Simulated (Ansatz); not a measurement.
System: BN$_{2}$H$_{4}$Cl, charge 0, singlet. BN2H4Cl (SMILES B(Cl)(N)N).
B3LYP-D3(BJ)/def2-TZVP minimum from Ansatz (a quantum-chemistry and plane-wave program):
```xyz
8

B      0.3720     0.2470     0.0024
Cl    -1.1284    -0.7490    -0.0074
N      0.3390     1.4854    -0.6623
H      1.1238     2.1110    -0.7124
H     -0.4850     1.8158    -1.1303
N      1.4944    -0.2683     0.6743
H      2.3751     0.2116     0.7352
H      1.4747    -1.1588     1.1368
```

Quantity: atomisation energy (electronic, to ground-state atoms), in kJ/mol. Open shells are spin-unrestricted; no spin-orbit coupling. CBS(X,Y): correlation extrapolated as X^-3, Hartree-Fock from the larger set. A bracket is a step between two methods taken in the basis named. The functionals are non-relativistic, so their misses hold any scalar relativity. Double hybrids freeze cores in their MP2 part. 'core' is core correlation in cc-pwCVTZ (1s frozen past Ne), 'X2C' scalar relativity in cc-pVTZ-DK, both at CCSD(T). Where a partner has so few electrons that a lower coupled-cluster level is exact, that level stands in.

CCSD(T)/CBS(cc-pV(T+d)Z,cc-pV(Q+d)Z) + [CCSDT(Q) - CCSD(T)]/cc-pV(D+d)Z + core + X2C (Ansatz) gives 3016.9 kJ/mol.

### Question
How far off this value is PBE/def2-TZVPD (Ansatz), in which direction, and which of these levels come nearer: r2SCAN/def2-TZVPD, B3LYP/def2-TZVPD, PBE0/def2-TZVPD, wB97M-V/def2-TZVPD, B2PLYP/def2-TZVPD, CCSD(T)/CBS(cc-pV(T+d)Z,cc-pV(Q+d)Z) + core + X2C?

### Answer
PBE gives 3082.9 kJ/mol, 66.0 kJ/mol above it. Differences of the others: r2SCAN/def2-TZVPD (Ansatz) -7.5; B3LYP/def2-TZVPD (Ansatz) -8.7; PBE0/def2-TZVPD (Ansatz) 0.6; wB97M-V/def2-TZVPD (Ansatz) 20.8; B2PLYP/def2-TZVPD (Ansatz) -32.9; CCSD(T)/CBS(cc-pV(T+d)Z,cc-pV(Q+d)Z) + core + X2C (Ansatz) -2.6 kJ/mol. Nearer than PBE: r2SCAN/def2-TZVPD, B3LYP/def2-TZVPD, PBE0/def2-TZVPD, wB97M-V/def2-TZVPD, B2PLYP/def2-TZVPD, CCSD(T)/CBS(cc-pV(T+d)Z,cc-pV(Q+d)Z) + core + X2C.
